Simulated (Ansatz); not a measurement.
C2H6GaNO can be A, `CO/C=[N]/[GaH2]`, or B, `C=N[CH2][GaH][OH]`.

Gas-phase electronic energies from Ansatz, PBE0-D4/def2-TZVP geometries. CBS: MP2 limit from def2 TZ/QZ plus the TZ coupled-cluster correction, frozen cores. DFT in def2-TZVPP. B3LYP here is the variant with VWN-RPA as its local correlation; programs differ in this. For Ga outer-core shells are correlated without core-valence functions, which leaves a few kJ/mol of doubt a bond. Scalar relativity is left out up to krypton. Each species was taken in one conformer, which may not be the lowest.

Task: Which is lower in electronic energy at CCSD(T)/CBS, and by how much? (Estimate.)

Result: Computed: B, by 14.0 kcal/mol.

Task: Give E(B) − E(A) in kcal/mol with PBE-D4, HF/def2-TZVPP, PBE0-D4, B3LYP-D4, B3LYP, MP2/def2-TZVPP, ωB97M-V. (An estimate is asked.)

Result: Ansatz gave: PBE-D4 -10.4, HF/def2-TZVPP -7.1, PBE0-D4 -10.3, B3LYP-D4 -10.2, B3LYP -9.8, MP2/def2-TZVPP -13.7, ωB97M-V -10.9. None reverses the order clearly.

Largest T1 diagnostic: 0.015.

In def2-TZVPP, CCSD(T) changes the Hartree–Fock value by −5.6 kcal/mol (the triples alone add −0.1 kcal/mol) and MP2 by −6.6 kcal/mol.
